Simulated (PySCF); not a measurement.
Be(Me)2 (C₂H₆Be), SMILES [CH3][Be][CH3]. Atoms are numbered in the order given.

```xyz
9

Be     0.0000     0.0000     0.0000
C      0.0000     0.0000    -1.6807
H      0.8834     0.4978    -2.0961
H     -0.8728     0.5162    -2.0961
H     -0.0106    -1.0140    -2.0961
C      0.0000     0.0000     1.6807
H      0.8834    -0.4978     2.0961
H     -0.8728    -0.5162     2.0961
H     -0.0106     1.0140     2.0961
```

Geometry: r2SCAN-D4/def2-TZVP. The isomer is the one that the SMILES or the coordinates give; other isomers of the formula were not compared.

The numbers are results of PySCF with B3LYP/pcJ-1, not measurements.

Isotropic couplings with Fermi-contact, spin-dipole and both spin-orbit terms, one fixed conformer, no vibrational averaging. Isotopes: 13C, 1H.

Computed spin–spin coupling constants:
```csv
pair,bonds apart,J (Hz)
C2–H3,1,120.4
C2–H4,1,120.4
C2–H5,1,120.4
C6–H7,1,120.4
C6–H8,1,120.4
C6–H9,1,120.4
C2–C6,2,9.3
H3–H4,2,-16.2
H3–H5,2,-16.2
H4–H5,2,-16.2
H7–H8,2,-16.2
H7–H9,2,-16.2
H8–H9,2,-16.2
C2–H7,3,-0.3
C2–H8,3,-0.3
C2–H9,3,-0.3
H3–C6,3,-0.3
H4–C6,3,-0.3
H5–C6,3,-0.3
H3–H8,4,0.7
H4–H7,4,0.7
H5–H9,4,0.7
```
